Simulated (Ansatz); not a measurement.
`O=[C](O)[GaH2]` + `PP` → `P[PH][GaH2]` + `O=CO` at 600 K and 1 bar (ligand exchange at a Ga–C bond).

Computed with Ansatz on PBE0-D4/def2-TZVP structures; ΔE is electronic, products minus reactants. CCSD(T)/CBS is the MP2 limit (def2-TZVPP, def2-QZVPP) plus CCSD(T) − MP2 in def2-TZVPP, frozen cores. This one scheme is used for every species. For Ga outer-core shells are correlated without core-valence functions, which leaves a few kJ/mol of doubt a bond. Scalar relativity is left out up to krypton. One conformer a species, not always the lowest.

```csv
species,CCSD(T)/CBS energy (Eh),H − E (kJ/mol),S (J/(mol·K))
`O=[C](O)[GaH2]`,-2114.12453,144.1,390.3
`PP`,-684.26248,128.7,326.0
`P[PH][GaH2]`,-2608.80809,163.1,413.9
`O=CO`,-189.60296,117.0,286.2
```

H − E and S are ideal-gas, rigid-rotor, harmonic terms from PBE0-D4/def2-TZVP, for one conformer and one mirror image of each species. 1 Eh = 2625.50 kJ/mol, R = 8.31446 J/(mol·K).

Task: By hand: ΔE, ΔH, ΔS and ΔG.

Result: ΔE = (-2608.80809) + (-189.60296) − (-2114.12453) − (-684.26248) = -0.02404 Eh = -63.1 kJ/mol. Δ(H − E) = 163.1 + 117.0 − 144.1 − 128.7 = 7.3, so ΔH = -55.8 kJ/mol. ΔS = 413.9 + 286.2 − 390.3 − 326.0 = -16.2 J/(mol·K). ΔG = -55.8 − 600 × (-16.2)/1000 = -46.1 kJ/mol.

Task: By hand: the equilibrium constant, and the temperature at which ΔG would vanish if ΔH and ΔS stayed fixed.

Result: log₁₀ K = −ΔG/(RT ln 10) = 4.0. ΔG = 0 at ΔH/ΔS = 3444 K, far beyond where these terms or the molecules hold.

ΔH outweighs TΔS. A doubt of 5 kJ/mol in ΔE shifts log₁₀ K by 0.4 here. Other conformers and mirror images would add mixing entropy, several J/(mol·K) or more a flexible species. These are equilibria of isolated gas molecules and say nothing of rates. Largest T1 diagnostic: 0.017 (customary marks: 0.02 for closed shells, 0.045 for open ones).
